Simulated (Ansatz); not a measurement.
`CCCCCCCCCCO` with charge +1. The state is a doublet with charge 1. Geometry PBE0-D4/def2-SVP; atoms count from 1.

```xyz
33

C     5.455    0.987    0.225
C     4.054    1.066   -0.358
C     3.026    0.537    0.684
C     1.628    0.618    0.095
C     0.608    0.017    1.111
C    -0.809    0.129    0.577
C    -1.154   -0.717   -0.638
C    -2.624   -0.624   -1.025
C    -3.556   -1.050    0.103
C    -5.046   -1.087   -0.247
O    -5.540    0.067   -0.812
H     5.750   -0.044    0.466
H     5.567    1.605    1.127
H     6.165    1.368   -0.535
H     3.792    2.103   -0.622
H     3.976    0.465   -1.278
H     3.282   -0.501    0.950
H     3.104    1.141    1.603
H     1.359    1.664   -0.125
H     1.562    0.053   -0.848
H     0.866   -1.034    1.313
H     0.709    0.570    2.057
H    -1.077    1.186    0.404
H    -1.450   -0.206    1.430
H    -0.541   -0.401   -1.499
H    -0.890   -1.771   -0.441
H    -2.805   -1.257   -1.913
H    -2.844    0.417   -1.327
H    -3.284   -2.052    0.471
H    -3.465   -0.346    0.956
H    -5.680   -1.331    0.617
H    -5.167   -1.932   -0.978
H    -4.972    0.358   -1.543
```

(1) Estimate the Mulliken populations of the heavy atoms from the PBE0/def2-TZVP orbitals of Ansatz.

(2) Where does the spin sit?

(3) And the Mayer bond orders between heavy atoms (over 0.3)?

Answers

(1) 
```tsv
atom	charge (e)	spin (α − β)
C1	-0.35	0.05
C2	-0.17	0.08
C3	-0.22	0.08
C4	-0.23	0.09
C5	-0.17	0.08
C6	-0.21	0.06
C7	-0.26	0.01
C8	-0.22	0.00
C9	-0.26	0.06
C10	-0.06	0.02
O11	-0.27	0.27
```
Mulliken values depend strongly on the basis.

(2) Summed by element: C 0.52, O 0.27, H 0.20, of 1 unpaired in all. Largest on single atoms: O11 0.27, H32 0.09, C4 0.09.

(3) C1–C2 0.99 (1.52 Å); C2–C3 0.93 (1.56 Å); C3–C4 1.02 (1.52 Å); C4–C5 0.91 (1.56 Å); C5–C6 1.01 (1.52 Å); C6–C7 0.99 (1.52 Å); C7–C8 1.04 (1.52 Å); C8–C9 0.98 (1.52 Å); C9–C10 0.97 (1.53 Å); C10–O11 1.04 (1.38 Å).
